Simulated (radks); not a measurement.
Results of a calculation; reference values are marked as such.
Task: These are the eigenvalues of the occupied orbitals of an atom or ion with whole-number occupations (eV). Code: a radial shooting solver on a logarithmic mesh with Libxc functionals. Model: Dirac Kohn-Sham, Wu-Cohen GGA, spin-unpolarised, spherical densities, point nucleus.

| orbital | eigenvalue |
|---|---|
| 1s1/2 | -30281.06 |
| 2s1/2 | -4606.357 |
| 2p1/2 | -4310.189 |
| 2p3/2 | -4058.337 |
| 3s1/2 | -902.9095 |
| 3p1/2 | -781.7636 |
| 3p3/2 | -735.3041 |
| 3d3/2 | -521.0795 |
| 3d5/2 | -511.4239 |
| 4s1/2 | -148.5371 |
| 4p1/2 | -107.5502 |
| 4p3/2 | -98.9293 |
| 4d3/2 | -34.1462 |
| 4d5/2 | -32.9004 |
| 5s1/2 | -12.8758 |
| 5p1/2 | -5.2721 |
| 5p3/2 | -4.6522 |

Which element is it, and in what charge state? The configuration may be excited. Open shells, if any, are shared by 2j + 1.

Result: Z = 51, antimony, charge 0: Sb in [Kr] 4d10 5s2 5p3. The list shows which subshells hold electrons but not how many an open one holds; the 1s level, -1112.8 hartree, gives Z - s = 47.2 by -(Z - s)^2/2, which with screening and relativity narrows Z to a few neighbours, and the depths of the outer levels then fix element, charge and occupations together.
